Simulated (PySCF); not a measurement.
## Broadened absorption spectrum of C3H9BO2Si

Compound: C₃H₉BO₂Si.
SMILES: `OB(O)[SiH2]C1CC1`

The calculation used PySCF, TDDFT PBE0/def2-SVPD, vertical, gas phase, core orbitals frozen in the response. The structure is a single PBE0-D3(BJ)/def2-SVP conformer in the gas phase; no vibrational or solvent corrections. Torsions of this conformer, `[OH:1][B:2]([OH:3])[SiH2:4][CH:5]1[CH2:6][CH2:7]1`: O1–B2–Si4–C5 16°, B2–Si4–C5–C6 -79°, H–O1–B2–O3 0°, H–O3–B2–O1 1°.

Broadening: Gaussians 0.3 eV wide at half height, area fixed by f = 4.319×10⁻⁹ ∫ε dν̃. The width is an assumption, not a result. The curve ends short of the highest state used, and states not computed would add to its high-energy end.

(λ (nm), ε (L mol⁻¹ cm⁻¹)): (171.2, 1142), (172.0, 855), (172.8, 679), (173.6, 617), (174.4, 656), (175.2, 774), (176.0, 939), (176.8, 1119), (177.6, 1283), (178.4, 1409), (179.2, 1492), (180.0, 1548), (180.8, 1616), (181.6, 1756), (182.4, 2046), (183.2, 2565), (184.0, 3381), (184.8, 4531), (185.6, 6001), (186.4, 7715), (187.2, 9537), (188.0, 11287), (188.8, 12766), (189.6, 13794), (190.4, 14246), (191.2, 14073), (192.0, 13310), (192.8, 12064), (193.6, 10490), (194.4, 8760), (195.2, 7031), (196.0, 5430), (196.9, 3883), (197.7, 2772), (198.5, 1909), (199.3, 1270), (200.1, 817), (200.9, 508), (201.7, 306), (202.5, 179), (203.3, 101), (204.1, 56), (204.9, 30), (205.7, 15)

Question: Where are the band maxima, and which computed states make them?

Answer: 191 nm (6.51 eV), ε about 14000, made up of S1 (39%) and S2 (61%) (ε in L mol⁻¹ cm⁻¹; maxima over ε = 5, shares over 10%). At its high-energy end, 7.24 eV, the curve is still rising (ε about 1100, from S5). The states used: S1 6.48 eV (f 0.064); S2 6.52 eV (f 0.097); S3 6.85 eV (f 0.0043); S4 6.94 eV (f 0.012); S5 7.41 eV (f 0.027); S6 7.64 eV (f 0.027); S7 7.70 eV (f 0.015); S8 7.74 eV (f 0.0056); S9 7.80 eV (f 0.012); S10 7.84 eV (f 0.011).

Question: On this curve, what absorbance would a 10⁻⁴ mol/L sample give at 193 nm over a 1 cm path?

Answer: 193 nm is 6.424 eV, where ε is about 12000 L mol⁻¹ cm⁻¹, so A = ε c l ≈ 1.2 (Beer–Lambert, with the gas-phase spectrum and the assumed width).

Question: What would ε be at 6.51 eV, the highest of these maxima, with half the width (0.15 eV)?

Answer: About 27300 L mol⁻¹ cm⁻¹ against 14300, a factor of about 1.9; a lone state at its own centre would give exactly 2.

Question: Coming from long wavelengths, where does ε first pass 100 L mol⁻¹ cm⁻¹?

Answer: At about 203 nm (6.10 eV), 0.38 eV below S1.

The vertical ionisation energy (ΔSCF) is 9.52 eV, 1.68 eV above S10.
